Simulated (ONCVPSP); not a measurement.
What one change does to a pseudopotential (Sc (Z = 21), ONCV)

Sc, optimised norm-conserving Vanderbilt (ONCV), made with ONCVPSP 4.0.1 (LDA (Perdew-Zunger), scalar-relativistic). Core [Ar], reference 3d1 4s1 4p1. Waves: 4s: rc 3.05 bohr, ncon 4, nbas 7, qcut 2.2 1/bohr, 2 projectors, debl 2.3 Ha; 4p: rc 4.00 bohr, ncon 5, nbas 9, qcut 1.7 1/bohr, 1 projector; 3d: rc 2.80 bohr, ncon 4, nbas 9, qcut 6.5 1/bohr, local. Local part: the d channel. Core correction: Teter function, fcfact 5, rcfact 1.4.

All-electron outer shells of the reference configuration (LDA (Perdew-Zunger), scalar-relativistic, ld1.x):

```
shell  level (eV)  outermost node (bohr)  outermost maximum (bohr)
   3s      -56.00                   0.42                      0.92
   3p      -34.85                   0.39                      0.97
   4s       -5.01                   1.33                      3.02
   3d       -4.57                      –                      1.10
   4p       -2.10                   1.49                      3.93
```

Change: all radii but the core radius scaled by about 0.78 (s 2.38, p 3.12, d 2.18 bohr).

Cutoffs: the cutoffs (Ha) at which the residual kinetic energy of the hardest occupied pseudo-wave falls to 1 and 0.1 mHa per electron; they do not see the model core or the augmentation charge, which bear on the density cutoff. Errors are all-electron minus pseudo energies relative to the spin-unpolarised reference configuration.

Task: What does the change do?

Result: The potential gets harder (14 Ha and 16 Ha → 17 Ha and 20 Ha); a bound ghost appears in p, s, which as a rule spoils a file; the lowest positive-energy flag moves from p at 2.6 eV to none; the number of tests with a reliable result goes from 4 to 3; of the 3 tests that both files solve, the error grows in 1 and shrinks in 1 by more than 15 % and 0.3 meV (median size 7.1 → 4.7 meV). A smaller radius makes the pseudo-wave follow the all-electron one further in, where it bends more sharply, so more plane waves are needed.

```tsv
quantity	base	changed
cutoff, loose	14 Ha	17 Ha
cutoff, tight	16 Ha	20 Ha
loose cutoff by channel	s 2.5 Ha, p 0.9 Ha, d 14 Ha	s 3.0 Ha, p 1.0 Ha, d 17 Ha
bound ghosts	none	p, s
GHOST(+) flags under 300 eV	p at 2.6 eV, s at 29.3 eV	none
tests with a reliable result	4 of 4	3 of 4
error for 3d1 4s2 4p0, meV [ΔE -2.84 eV]	-2.9	-2.9
error for 3d1 4s1 4p0, meV [ΔE 4.23 eV]	-7.1	-4.7
error for 3d2 4s0 4p0, meV [ΔE 4.88 eV]	+19	-71
rms error of d²Exc/dni dnj with the model core, mHa	12.63	13.56
```

 A true bound ghost makes a file unfit for plane-wave use even where its test errors are small: the radial tests pick states by their node count and pass the ghost by.
